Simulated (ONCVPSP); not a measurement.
**What one change does to a pseudopotential (Ta, ONCV)**

tantalum (Ta), optimised norm-conserving Vanderbilt (ONCV), made with ONCVPSP 4.0.1 (PBEsol, scalar-relativistic). Core [Kr] 4d10, reference 4f13 5s2 5p6 5d4 6s2. Waves: 5s+6s: rc 1.70 bohr, ncon 4, nbas 8, qcut 9 1/bohr, 2 projectors; 5p: rc 2.00 bohr, ncon 4, nbas 9, qcut 5.5 1/bohr, 2 projectors, debl 2.5 Ha; 5d: rc 2.30 bohr, ncon 3, nbas 8, qcut 6.7 1/bohr, 2 projectors, debl 3.4 Ha; 4f: rc 0.95 bohr, ncon 3, nbas 8, qcut 21.3 1/bohr, 2 projectors, debl 1.8 Ha. Local part: polynomial inside 0.90 bohr (lpopt 5, dvloc0 -1 Ha). Core correction: Teter function, fcfact 1.75, rcfact 1.1.

All-electron outer shells of the reference configuration (PBEsol, scalar-relativistic, ld1.x):

```
shell  level (eV)  outermost node (bohr)  outermost maximum (bohr)
   4d     -231.36                   0.22                      0.46
   5s      -77.03                   0.54                      0.98
   5p      -42.40                   0.58                      1.10
   4f      -33.13                      –                      0.44
   6s       -5.63                   1.30                      2.68
   5d       -4.63                   0.64                      1.51
```

Change: f: nbas 6.

Cutoffs: the cutoffs (Ha) at which the residual kinetic energy of the hardest occupied pseudo-wave falls to 1 and 0.1 mHa per electron; they do not see the model core or the augmentation charge, which bear on the density cutoff. Errors are all-electron minus pseudo energies relative to the spin-unpolarised reference configuration.

Predict the effect on cutoff, ghosts and configuration errors.

The potential gets softer (172 Ha and 189 Ha → 155 Ha and 168 Ha); both files keep a bound ghost (s); of the 4 tests that both files solve, the error grows in 0 and shrinks in 3 by more than 15 % and 0.3 meV (median size 137.1 → 106.5 meV).

```tsv
quantity	base	changed
cutoff, loose	172 Ha	155 Ha
cutoff, tight	189 Ha	168 Ha
loose cutoff by channel	s 24 Ha, p 11 Ha, d 13 Ha, f 172 Ha	s 24 Ha, p 11 Ha, d 13 Ha, f 155 Ha
bound ghosts	s	s
GHOST(+) flags under 300 eV	p at 96.6 eV	p at 96.6 eV
error for 4f14 5s2 5p6 5d3 6s2, meV [ΔE -24.82 eV]	-152	-121
error for 4f14 5s2 5p6 5d3 6s1, meV [ΔE -16.31 eV]	-122	-92
error for 4f14 5s2 5p6 5d3 6s0, meV [ΔE -1.34 eV]	-91	-60
error for 4f14 5s2 5p6 5d2 6s2 6p1, meV [ΔE -21.78 eV]	-239	-207
s: phases at 1.73 bohr within 0.05 rad from the reference energy up to (Ha; the scan ends near 5)	to the end of the scan	to the end of the scan
p: phases at 2.03 bohr within 0.05 rad from the reference energy up to (Ha; the scan ends near 5)	3.3	3.3
d: phases at 2.34 bohr within 0.05 rad from the reference energy up to (Ha; the scan ends near 5)	to the end of the scan	to the end of the scan
f: phases at 0.97 bohr within 0.05 rad from the reference energy up to (Ha; the scan ends near 5)	to the end of the scan	to the end of the scan
rms error of d²Exc/dni dnj with the model core, mHa	4.11	4.05
```

 A true bound ghost makes a file unfit for plane-wave use even where its test errors are small: the radial tests pick states by their node count and pass the ghost by.
